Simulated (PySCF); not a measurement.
## From a log to its input

A PySCF 2.14 run on the atoms Be 0 0 0; Zn 0 0 1.892 (angstrom) printed this (some set-up lines and the per-cycle HOMO/LUMO lines with their warnings removed):

```
PySCF version 2.14.0


nuclear repulsion = 33.5630366334038
number of shells = 18
number of NR pGTOs = 124
number of NR cGTOs = 48
basis = 6-31g*
ecp = {}

******** <class 'pyscf.dft.rks.RKS'> ********
method = RKS
initial guess = minao
damping factor = 0
level_shift factor = 0
DIIS = <class 'pyscf.scf.diis.CDIIS'>
SCF conv_tol = 1e-09
SCF max_cycles = 50
XC functionals = bp86

grids dens level: 3
Initial guess from minao.
tot grids = 34368
init E= -1793.78486263999
cycle= 1 E= -1793.89103402475  delta_E= -0.106  |g|= 0.459  |ddm|= 1.23
cycle= 2 E= -1793.69261310573  delta_E= 0.198  |g|= 0.941  |ddm|= 1.43
cycle= 3 E= -1793.92718305521  delta_E= -0.235  |g|= 0.0721  |ddm|= 1.25
cycle= 4 E= -1793.91678311773  delta_E= 0.0104  |g|= 0.134  |ddm|= 0.448
cycle= 5 E= -1793.93156100112  delta_E= -0.0148  |g|= 0.00994  |ddm|= 0.27
cycle= 6 E= -1793.93163000911  delta_E= -6.9e-05  |g|= 0.00175  |ddm|= 0.024
cycle= 7 E= -1793.93163116083  delta_E= -1.15e-06  |g|= 0.000261  |ddm|= 0.00299
cycle= 8 E= -1793.93163120337  delta_E= -4.25e-08  |g|= 3.76e-05  |ddm|= 0.000606
cycle= 9 E= -1793.9316312041  delta_E= -7.39e-10  |g|= 2.94e-06  |ddm|= 7.79e-05
Extra cycle  E= -1793.93163120404  delta_E= 6.59e-11  |g|= 9.35e-06  |ddm|= 2.58e-05
converged SCF energy = -1793.93163120404
**** SCF Summaries ****
Total Energy =                       -1793.931631204038240
Nuclear Repulsion Energy =              33.563036633403811
One-electron Energy =                -2567.015242949549702
Two-electron Energy =                  739.520575112107736
Two-electron Coulomb Energy =          813.728427787706437
DFT Exchange-Correlation Energy =      -74.207852675598645
**** MO energy ****
[6 lines left out]
MO #7   energy= -3.86786632186552  occ= 2
MO #8   energy= -3.05354650751379  occ= 2
MO #9   energy= -3.04435968932361  occ= 2
MO #10  energy= -3.04435968932361  occ= 2
MO #11  energy= -0.409808633458313 occ= 2
MO #12  energy= -0.391244841075449 occ= 2
MO #13  energy= -0.39124484107544  occ= 2
MO #14  energy= -0.378500179826109 occ= 2
MO #15  energy= -0.37849841625905  occ= 2
MO #16  energy= -0.303639269097949 occ= 2
MO #17  energy= -0.150076064681992 occ= 2
MO #18  energy= -0.112156673902272 occ= 0
MO #19  energy= -0.11215667390227  occ= 0
MO #20  energy= -0.0736157859734332 occ= 0
[28 lines left out]
 ** Mulliken pop on meta-lowdin orthogonal AOs  **
 ** Mulliken pop  **
pop of  0 Be 1s           1.99978
pop of  0 Be 2s           1.91427
pop of  0 Be 3s           0.02338
pop of  0 Be 2px          0.02338
pop of  0 Be 2py          0.02338
pop of  0 Be 2pz          0.07396
pop of  0 Be 3px          0.00042
pop of  0 Be 3py          0.00042
pop of  0 Be 3pz          0.02591
pop of  0 Be 3dxy         0.00023
pop of  0 Be 3dyz         0.00311
pop of  0 Be 3dz^2        0.00580
[36 lines left out]
 ** Mulliken atomic charges  **
charge of    0Be =     -0.09741
charge of    1Zn =      0.09741
Dipole moment(X, Y, Z, Debye): -0.00000,  0.00000,  0.40600
orbital energies (hartree): [-0.3785 -0.3036 -0.1501 -0.1122 -0.1122 -0.0736]
```

Question: Write the input that gave this log.

Answer: The input was:

```python
from pyscf import gto, dft

mol = gto.M(
    atom='Be 0 0 0; Zn 0 0 1.892',
    basis='6-31g*',
    charge=0,
    spin=0,
    verbose=4,
)
mf = dft.RKS(mol, xc='bp86')
mf.kernel()
mf.analyze()
print('orbital energies (hartree):', mf.mo_energy[..., max(0, mol.nelec[1]-3):mol.nelec[0]+3].round(4))
```

Stability towards an unrestricted solution was not tested. The bond length is a typed value, not an optimised one. No search for the lowest solution was made.
